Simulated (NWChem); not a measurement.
System: SiHSCl, singlet; SMILES Cl[Si]S

```xyz
4

Si     0.9697     0.0396     0.0000
Cl    -0.4316     1.6010     0.0000
S     -0.4349    -1.5853     0.0000
H      0.5373    -2.5274     0.0000
```
Atoms are numbered in this order, from 1.

Low-valent species are run as closed-shell singlets; no triplet was tried in these runs. Structure relaxed at the PBE0/def2-SVP level.

 Unshifted, non-relativistic core excitations; the lowest 4 roots alone, so stronger bands may lie above.

### Question
List the first S K-edge excitations from PBE/def2-TZVP, restricted-window TDA (NWChem).

### Answer
```csv
state,energy (eV),dipole oscillator strength,leading excitation (squared amplitude)
S1,2393.1,0.0013,1s of atom 3 or its equivalents → LUMO (1.00)
S2,2395.4,0.0004,1s of atom 3 or its equivalents → LUMO+1 (1.00)
S3,2395.7,0.0030,1s of atom 3 or its equivalents → LUMO+2 (0.99)
S4,2396.2,0.0011,1s of atom 3 or its equivalents → LUMO+3 (0.99)
```
